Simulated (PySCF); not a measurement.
PySCF 2.14 output of an unrestricted revPBE calculation on a single atom or ion in aug-cc-pwCVTZ, with no relativity, point nucleus:

```
SCF conv_tol = 1e-09
number electrons alpha = 14  beta = 9
    Y. Zhang and W. Yang.,  Phys. Rev. Lett. 80, 890 (1998)
    J. P. Perdew, K. Burke, and M. Ernzerhof.,  Phys. Rev. Lett. 77, 3865 (1996)
    J. P. Perdew, K. Burke, and M. Ernzerhof.,  Phys. Rev. Lett. 78, 1396 (1997)
cycle= 1 E= -1044.02876980268  delta_E= -0.017  |g|= 0.0486  |ddm|= 1.19
cycle= 2 E= -1044.02850138262  delta_E= 0.000268  |g|= 0.0658  |ddm|= 0.27
cycle= 3 E= -1044.02938702103  delta_E= -0.000886  |g|= 0.00291  |ddm|= 0.143
cycle= 4 E= -1044.02938845809  delta_E= -1.44e-06  |g|= 0.000462  |ddm|= 0.00604
cycle= 5 E= -1044.02938850212  delta_E= -4.4e-08  |g|= 1.94e-05  |ddm|= 0.00196
cycle= 6 E= -1044.02938850221  delta_E= -8.05e-11  |g|= 3.26e-06  |ddm|= 0.000174
converged SCF energy = -1044.02938850221  <S^2> = 8.7502479  2S+1 = 6.0000826
```

The run itself started from symmetry-adapted Hartree-Fock orbitals and held the occupation by maximum overlap, on a logarithmic radial grid, so the iterations belong to that start.

Which element, charge and spin multiplicity is this?

Cr⁺ (chromium, charge +1), multiplicity 6; the state was [Ar] 3d4 4s1, high-spin 6D determinant (an excited configuration).
